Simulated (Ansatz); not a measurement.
**KI (Potassium Iodide): the energy, rung by rung**

KI: 2 atoms, total charge 0, spin state singlet. As SMILES, `[K][I]`. The bond length is the measured one.

```csv
atom,x (Å),y (Å),z (Å)
K,0.0000,0.0000,0.0000
I,0.0000,0.0000,3.0478
```

Quantity: the energy change with the K1–I2 bond stretched from 3.048 to 3.810 Å, in eV. The values are calculated.

| level | kind | program | value (eV) | less CCSDT/STO-3G | CPU time (all runs) |
| --- | --- | --- | --- | --- | --- |
| HF/STO-3G (restricted) | Hartree–Fock | Ansatz | 1.31 | +0.06 | 1 s |
| SVWN5/STO-3G (restricted) | LDA | Ansatz | 1.17 | -0.08 | 2.9 s |
| revPBE/STO-3G (restricted) | GGA | Ansatz | 1.00 | -0.25 | 4.6 s |
| r2SCAN/STO-3G (restricted) | meta-GGA | Ansatz | 1.12 | -0.13 | 13 s |
| PBE0/STO-3G (restricted) | global hybrid | Ansatz | 1.17 | -0.08 | 5.7 s |
| CAM-B3LYP/STO-3G (restricted) | range-separated hybrid | Ansatz | 1.25 | 0.00 | 6.9 s |
| RPA@PBE/STO-3G (restricted) | RPA | Ansatz | 1.00 | -0.25 | 6.4 s |
| MP2/STO-3G (restricted) | perturbation theory | Ansatz | 1.29 | +0.04 | 1.3 s |
| CCSDT/STO-3G (restricted) | coupled cluster or CI | Ansatz | 1.25 | 0.00 | 3.4 s |
| CCSDTQ/STO-3G (restricted) | coupled cluster or CI | Ansatz | 1.25 | 0.00 | 2.3 min |

CCSDT/STO-3G (restricted) is the highest level here, not the true value. All-electron rows without a relativistic Hamiltonian named are non-relativistic. The first shape isn't each level's own minimum. The values span 1.00 to 1.31 eV. All rows use very small basis sets, so none should be taken for the real molecule's value. In the correlated wave-function rows the outer d shell of I is correlated, in sets not made for it. Times are those of the runs behind each value, whatever else they computed, on shared processors of several kinds: orders of magnitude only.
